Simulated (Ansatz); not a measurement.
Ansatz (a first-principles code) input (CCSD(T)/def2-QZVPP):
A basis named .json is the Basis Set Exchange file of that set.

Ansatz 0.2 input:
```yaml
crystal:
  periodic: [false, false, false]
  atoms:
    - {symbol: Ta, position_ang: [-0.00000000, -0.00000000, -0.00000000]}
    - {symbol: H, position_ang: [1.27936822, -0.30604241, 1.19259733]}
    - {symbol: H, position_ang: [-1.27341539, 1.04026016, 0.67007868]}
    - {symbol: H, position_ang: [-0.63657611, -1.59682240, -0.44459249]}
    - {symbol: H, position_ang: [0.63062328, 0.86260465, -1.41808353]}
basis:
  gaussian:
    orbitals: def2-QZVPP.json
magnetization: {spin_polarized: true, initial_magnetization: 1}
correlation: {method: ccsd_t, electrons: outside_noble_gas}
```

Output:

```
Functional definition: HF
integrals: 1.38 GiB planned
1198 factors; integrals over basis functions are off by at most 4.1e-4 eV
mean field: 0.60 GiB planned
mean field evaluation 1: about -1593.7349 eV, gradient 1.4e1 eV
mean field evaluation 2: about -1593.7391 eV, gradient 1.4e1 eV
mean field evaluation 4: about -1595.1443 eV, gradient 1.5e0 eV
mean field evaluation 8: about -1595.1815 eV, gradient 7.0e-3 eV
mean field evaluation 16: about -1595.1872 eV, gradient 7.9e-1 eV
mean field evaluation 32: about -1595.2514 eV, gradient 4.3e-5 eV
mean field evaluation 64: about -1595.1815 eV, gradient 1.4e-3 eV
mean field evaluation 96: about -1593.8302 eV, gradient 1.0e0 eV
mean field evaluation 128: about -1595.1814 eV, gradient 9.0e-2 eV
mean field evaluation 160: about -1595.2512 eV, gradient 1.2e-1 eV
mean field evaluation 192: about -1593.6770 eV, gradient 1.5e0 eV
mean field evaluation 224: about -1593.2964 eV, gradient 8.6e0 eV
mean field evaluation 256: about -1595.2446 eV, gradient 4.4e-1 eV
mean field evaluation 288: about -1593.7182 eV, gradient 1.6e-1 eV
mean field evaluation 320: about -1595.2512 eV, gradient 5.7e-2 eV
mean field evaluation 352: about -1593.7195 eV, gradient 6.6e-3 eV
mean field evaluation 384: about -1595.1813 eV, gradient 5.5e-2 eV
mean field evaluation 416: about -1593.6863 eV, gradient 9.5e-1 eV
mean field -1595.25135892 eV, -58.6244061401 hartree, gradient 7.0e-7 eV, S^2 0.761908; 16 other end points of the search recorded, 0 dependent functions left out
determinant -1595.25135892 eV, -58.6244061401 hartree, with singles and doubles -1600.88253080 eV, -58.8313478897 hartree
determinant -1595.18148387 eV, -58.6218382795 hartree, with singles and doubles -1600.83803180 eV, -58.8297125818 hartree
determinant -1593.88504591 eV, -58.5741950632 hartree, with singles and doubles -1599.54572052 eV, -58.7822210182 hartree
determinant -1593.71949269 eV, -58.5681110945 hartree, with singles and doubles -1599.37199971 eV, -58.7758368962 hartree
determinant -1595.25135892 eV, -58.6244061401 hartree, with singles and doubles -1600.65814696 eV, -58.8231019359 hartree
determinant -1595.18148387 eV, -58.6218382795 hartree, with singles and doubles -1600.61571927 eV, -58.8215427469 hartree
4 core orbitals not correlated
reference -1595.25135892 eV, -58.6244061401 hartree; 5, 4 occupied and 192, 193 virtual orbitals, 1198 factors
second order -4.62898321 eV of doubles, -0.00000000 eV of singles
coupled cluster: 1.79 GiB planned
cycle   1  -5.40678924 eV  change   -1.2e-6 eV  update   2.0e-6
perturbative correction -0.17840681 eV, -0.0065563293 hartree
Total energy: -1600.83655497 eV, -58.8296583090 hartree
```

The spin state was set by rule; other spins were not relaxed.
